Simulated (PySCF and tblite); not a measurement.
C₇H₁₁N, numbered as in [N:1]#[C:2][CH:3]1[CH2:4][CH2:5][CH2:6][CH2:7][CH2:8]1.

Free energies: PBE0-D3(BJ)/def2-TZVP on PBE0-D3(BJ)/def2-SVP structures plus GFN2-xTB thermal terms, symmetry and mirror images included. Conformers within 4 kcal/mol (GFN2-xTB free energy) were kept, 5 at most. GIAO shieldings: PBE0/pcSseg-1. Shifts are against TMS (¹H), TMS (¹³C), NH3 (¹⁵N) at the same level. Programs: PySCF with density fitting and tblite.

The 6-ring runs over atoms 3–4–5–6–7–8.

```json
{"conformer": "1", "shape": "6-ring chair (all substituents equatorial)", "symmetry": "Cs", "E(GFN2) kcal/mol": "0.03", "E(DFT) kcal/mol": "0.04"}
{"conformer": "2", "shape": "6-ring chair (C2 axial)", "symmetry": "Cs", "E(GFN2) kcal/mol": "0.00", "E(DFT) kcal/mol": "0.00"}
```

(1) How much do the weights at 298.15 K and the averaged shift of H3 depend on how the conformers are weighted?

Results:

(1) 
| weighting | 1 (%) | 2 (%) | δ (ppm) | rms dipole (D) |
| --- | --- | --- | --- | --- |
| DFT energy with thermal terms, symmetry and mirror images (full scheme) | 53 | 47 | 2.13 | 4.35 |
| DFT energy with symmetry and mirror images | 48 | 52 | 2.16 | 4.33 |
| bare DFT energy | 48 | 52 | 2.16 | 4.33 |
| GFN2-xTB energy with symmetry and mirror images | 49 | 51 | 2.16 | 4.33 |
| GFN2-xTB free energy | 53 | 47 | 2.13 | 4.35 |
| leading conformer alone | 100 | 0 | 1.86 | 4.54 |
| equal weights | 50 | 50 | 2.15 | 4.33 |

The largest departure from the full scheme, 0.28 ppm, comes with: leading conformer alone.


¹⁵N shifts are against a computed isolated NH3 molecule, about 20 ppm from the liquid.